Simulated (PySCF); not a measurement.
## Ionisation energy of N⁺ by level of theory

N⁺ [He] 2s2 2p2 (3P) → N²⁺ [He] 2s2 2p1 (2P), as a difference of total energies. All numbers are calculated (PySCF 2.14, scalar relativity by spin-free X2C-1e, in Sapporo-DZP-2012 (4s3p1d, 18 functions)). Correlated levels: valence: 1s2 frozen. The calculations carry no spin-orbit coupling.

```json
{"method": "UHF", "ionisation energy (eV)": "29.171"}
{"method": "MP2 (valence)", "ionisation energy (eV)": "29.450"}
{"method": "SCS-MP2 (valence)", "ionisation energy (eV)": "29.337"}
{"method": "CCSD (valence)", "ionisation energy (eV)": "29.285"}
{"method": "CCSD(T) (valence)", "ionisation energy (eV)": "29.292"}
```

**Question.** Estimate what PBE gives.

**Answer.** 29.900 eV, closest to MP2 (valence) among the rows shown.

**Question.** Estimate what M06-2X gives.

**Answer.** 29.685 eV, closest to MP2 (valence) among the rows shown.

Errors of the correlated levels include the incompleteness of this basis and the frozen core.

For comparison: 29.601 eV (semi-empirical (NIST evaluation); NIST Atomic Spectra Database, ionization energies).
